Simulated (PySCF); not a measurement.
Tc: ionisation energy

Tc [Kr] 4d5 5s2 (6S) → Tc⁺ [Kr] 4d5 5s1 (7S), as a difference of total energies. Calculation: PySCF 2.14, in x2c-TZVPPall with one added diffuse shell each of s, p, d, f type (9s7p7d3f1g, 95 functions); the spin-free X2C one-electron Hamiltonian (Gaussian nucleus). Correlated levels: valence and next inner shell: [Ar] 3d10 frozen. The calculations carry no spin-orbit coupling.

```csv
method,ionisation energy (eV),error (eV)
UHF,5.541,-1.578
MP2 (valence and next inner shell),6.864,-0.255
SCS-MP2 (valence and next inner shell),6.998,-0.121
CCSD (valence and next inner shell),6.852,-0.267
CCSD(T) (valence and next inner shell),6.997,-0.122
```

Reference: 7.119 eV (measured; NIST Atomic Spectra Database, ionization energies).

Errors of the correlated levels include the incompleteness of this basis and the frozen core.
